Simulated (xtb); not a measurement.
H3IrO3, SMILES [OH][Ir]([OH])[OH], multiplicity 1. All values are semi-empirical tight-binding results from xtb (GFN2-xTB unless named), good for trends rather than for accurate numbers. The structure is a stationary point at GFN2-xTB. The spin state was assumed, not searched. The values are those of a single conformer.

For metal compounds this method's bond lengths and energies can be far off.

Computed properties:
```json
{
  "point_group_as_xtb_finds_it": "Cs",
  "orbital_gap": "1.39 eV",
  "zero_point_energy": "23.2 kcal/mol",
  "G − E(el) at 298.15 K (modified RRHO)": "3.6 kcal/mol"
}
```
